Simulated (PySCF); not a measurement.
# `C=C1OCC=C[C@@H]1O`, C₆H₈O₂

Geometry:
| atom | x (Å) | y (Å) | z (Å) |
| --- | --- | --- | --- |
| C1 | -2.019 | -1.086 | -0.408 |
| C2 | -0.887 | -0.515 | -0.020 |
| O3 | 0.012 | -1.231 | 0.731 |
| C4 | 1.385 | -1.059 | 0.437 |
| C5 | 1.768 | 0.312 | -0.014 |
| C6 | 0.872 | 1.228 | -0.340 |
| C7 | -0.604 | 0.960 | -0.227 |
| O8 | -1.172 | 1.725 | 0.828 |
| H9 | -2.781 | -0.520 | -0.909 |
| H10 | -2.218 | -2.120 | -0.195 |
| H11 | 1.680 | -1.786 | -0.340 |
| H12 | 1.919 | -1.321 | 1.357 |
| H13 | 2.830 | 0.498 | -0.079 |
| H14 | 1.155 | 2.222 | -0.650 |
| H15 | -1.121 | 1.309 | -1.128 |
| H16 | -0.824 | 1.392 | 1.664 |

Level of theory: TDDFT B3LYP/def2-SVPD excited states, vertical, gas phase (PySCF). Geometry: GFN2-xTB.

States above about 6.5 eV lie in this functional's continuum (it starts at minus the energy of the highest occupied orbital, well below the true ionisation energy for most functionals) and depend on the basis.

Question: How strongly do the lowest singlets absorb one photon, and two photons of half the energy?

Answer: δ for parallel linear polarisation; σ at the peak of a Lorentzian of half width 0.1 eV, single beam; Ω is circular over linear.
```
state  E (eV)      f  photon λ (nm)  δ (au)  σ (GM)     Ω                                main
   S1    5.28  0.018            469    5.67    0.06  1.08                      HOMO→LUMO 0.93
   S2    5.90  0.016            420    21.7    0.28  1.05  HOMO→LUMO+2 0.63, HOMO→LUMO+1 0.33
   S3    6.12  0.105            405    39.7    0.55  0.46  HOMO→LUMO+1 0.34, HOMO→LUMO+2 0.22
   S4    6.37  0.047            390    35.5    0.53  0.58  HOMO−2→LUMO 0.50, HOMO−1→LUMO 0.15
   S5    6.74  0.014            368     187    3.11  0.62  HOMO→LUMO+3 0.38, HOMO→LUMO+4 0.25
```

Among these, the strongest one-photon state is S3, the strongest two-photon state S5, with a dipole change of 1.2 D (relaxed, norm of the difference vector).
